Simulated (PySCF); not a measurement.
Job file and geometry (Å, from GFN2-xTB) of an NMR shielding run on `BCBB(Cl)Cl`, CH₅B₃Cl₂, GIAO PBE0/pcSseg-1 NMR shielding, non-relativistic, gas phase in PySCF; density fitting, a coarse starting grid and PySCF grid level 2 are the driver's defaults:

```
$ OMP_NUM_THREADS=1 python probes_run.py task.json out

{"job": {"kind": "nmr", "xc": "PBE0", "basis": "pcSseg-1"}, "charge": 0, "multiplicity": 1}
B     -1.581251    -0.375407     0.686513
C     -0.856828     0.279709    -0.547819
B      0.571124    -0.379684    -0.599444
B      1.896281     0.338421     0.103206
Cl     2.235445     0.079762     1.785541
Cl     3.013177     1.360541    -0.733586
H     -2.043672    -1.444033     0.590963
H     -1.655505     0.203710     1.698338
H     -0.813242     1.362294    -0.451615
H     -1.405477     0.013109    -1.450588
H      0.645373    -1.435753    -1.107474
```

**Question.** Write the output of this run.

**Answer.** 
```
coarse grid: 10696 points
cycle   1  E = -1035.5219811351  dE =  4.865e-01  |g| = 3.470e-01  |ddm| = 2.922e+00
cycle   2  E = -1035.5146102154  dE =  7.371e-03  |g| = 3.976e-01  |ddm| = 6.416e-01
cycle   3  E = -1035.5555012397  dE = -4.089e-02  |g| = 3.915e-02  |ddm| = 3.619e-01
cycle   4  E = -1035.5558823657  dE = -3.811e-04  |g| = 1.803e-02  |ddm| = 6.381e-02
cycle   5  E = -1035.5559739284  dE = -9.156e-05  |g| = 4.773e-03  |ddm| = 2.222e-02
cycle   6  E = -1035.5559799222  dE = -5.994e-06  |g| = 1.357e-03  |ddm| = 6.281e-03
final grid: 95184 points
cycle   7  E = -1035.5837612912  dE = -3.460e-05  |g| = 6.875e-03  |ddm| = 2.122e-02
cycle   8  E = -1035.5837570544  dE =  4.237e-06  |g| = 7.793e-03  |ddm| = 1.228e-02
cycle   9  E = -1035.5837733626  dE = -1.631e-05  |g| = 7.125e-04  |ddm| = 6.839e-03
cycle  10  E = -1035.5837734502  dE = -8.756e-08  |g| = 1.438e-04  |ddm| = 7.509e-04
cycle  11  E = -1035.5837734552  dE = -4.998e-09  |g| = 4.924e-05  |ddm| = 1.870e-04
cycle  12  E = -1035.5837734559  dE = -7.096e-10  |g| = 1.314e-05  |ddm| = 5.946e-05
converged SCF energy = -1035.5837734559

GIAO shielding tensors (ppm)
atom      isotropic    diamagn.    paramagn.     s11        s22        s33       span
  0 B       11.760     192.235    -180.476    -61.304    -36.631    133.213    194.517
  1 C      122.537     255.217    -132.680     24.367    141.730    201.512    177.145
  2 B       10.150     192.503    -182.352    -66.643    -31.849    128.943    195.586
  3 B       27.895     191.561    -163.666    -47.543     27.755    103.474    151.017
  4 Cl     643.599    1147.989    -504.389    320.348    641.567    968.883    648.535
  5 Cl     633.444    1147.255    -513.811    307.252    647.100    945.980    638.728
  6 H       23.627      29.444      -5.817     15.946     27.003     27.931     11.985
  7 H       23.689      29.520      -5.832     15.294     26.790     28.983     13.689
  8 H       27.554      31.745      -4.191     25.710     27.038     29.913      4.203
  9 H       27.780      30.058      -2.278     25.075     27.072     31.193      6.118
 10 H       22.950      29.095      -6.145     14.991     26.297     27.561     12.570
```

Size and cost of the density-fitted run: 141 basis functions, 15 s wall time on 1 thread of an Arm Neoverse V2, shared host; peak memory 0.68 GiB.
